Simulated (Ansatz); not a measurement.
Cu(PH3)F (CuPH3F), relaxed as a singlet with RKS r2SCAN-D4/def2-TZVP in Ansatz, starting from the GFN2-xTB geometry. Force threshold 0.02 eV/Å.

The relaxation made no stability test and no search for a lower SCF solution.

Start:

```xyz
6

Cu    0.2569    0.2887   -1.4698
P    -0.1072   -0.1261    0.6265
H    -1.3305   -0.5994    1.0604
H    -0.0077    0.8708    1.5769
H     0.6460   -1.0493    1.3266
F     0.5426    0.6153   -3.1205
```

| step | energy (eV) | largest force component (eV/Å) | SCF passes |
| --- | --- | --- | --- |
| 1 | -56696.1190 | 1.908 | 18 |
| 2 | -56696.2039 | 1.043 | 22 |
| 3 | -56696.2227 | 0.099 | 22 |
| 4 | -56696.2230 | 0.048 | 23 |
| 5 | -56696.2231 | 0.005 | 14 |

Force components are those of the run's own axes.

End:

Cartesian coordinates in Å:
```
Cu 0.245 0.275 -1.401
P -0.109 -0.122 0.622
H -1.372 -0.609 1.022
H 0.006 0.924 1.564
H 0.689 -1.076 1.291
F 0.541 0.608 -3.098
```

By distances, no bond broke or formed. The bond that changes most is Cu1–P2, from 2.17 to 2.09 Å (atoms count from 1).

No frequencies were taken in this run, so the end may be a saddle point.

Run time 6.5 s (4 threads of Arm Neoverse V2 on a shared host).
